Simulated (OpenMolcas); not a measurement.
# V3+ in tetrahedral coordination: ligands and hosts compared

* Program: OpenMolcas
* Method: CASSCF
* Active space: 2 electrons in 5 orbitals (3d)
* Spin-orbit coupling: state interaction with AMFI integrals over the reference wave functions

Distances were set from a Shannon-type radius of the metal (high-spin where two are listed) plus a fixed donor radius (Br 1.91, Cl 1.76, O 1.38, F 1.31 Å). Anionic complexes are neutralised by point charges, and hosts are embedded clusters. Ligand basis ANO-RCC-VDZP. States (labels of Td). Energies in cm-1 above the lowest state or level, χT in cm3 K/mol; 10Dq and B are least-squares fits to the states below 45000 cm-1, weighted by degeneracy, with a free offset, and given where the rms deviation is under 5 % of |10Dq| (or 100 cm-1) and under 700 cm-1; 10Dq is negative for this site.

| Ligand or host | R (Å) | Metal basis | Outer charge (e at Å behind ligand) | Ground state | First state of that spin | 10Dq | B (rms of fit) | First gap with spin-orbit (degeneracies) | χT at 300 K | First state of another spin |
| --- | --- | --- | --- | --- | --- | --- | --- | --- | --- | --- |
| Br | 2.42 | ANO-RCC-VTZP | 0.25 at 2.8 | 3A2 | 3T2 4881 |  |  | 4876 (3, 2) | 0.990 | 1E 13679 |
| Cl | 2.27 | ANO-RCC-VTZP | 0.25 at 2.4 | 3A2 | 3T2 5437 |  |  | 5385 (3, 1) | 0.975 | 1E 13801 |
| O | 1.89 | ANO-RCC-VDZP | 1.2 at 3.2 | 3A2 | 3T2 6498 |  |  | 6435 (3, 1) | 0.974 | 1E 14056 |
| F | 1.82 | ANO-RCC-VTZP | 0.25 at 3.2 | 3A2 | 3T2 8126 | -7866 | 943 (315) | 8064 (3, 1) | 0.980 | 1E 14500 |

The rows also differ in their metal basis and outer charges, so part of each step comes from that.

The first state of the same spin rises in the order Br < Cl < O < F, by a factor of 1.66 from first to last.

Without dynamic correlation the repulsion within the d shell is too large (B by tens of per cent), so at a given field states of lower spin stand too high. Ligand-to-metal charge-transfer states are missing. With no ligand orbital active B as a rule stays too high, so bands that hang on it stand too high and its fall with covalency is understated. With metal d orbitals alone and no dynamic correlation the field as a rule comes out too small, by tens of per cent, by up to half for chloride and softer ligands. The oxide ions are held by bare point charges, a crude embedding (holds for O). No measured value stands beside these numbers; the geometry is a model, was not optimised and need not be the one that this ion takes.
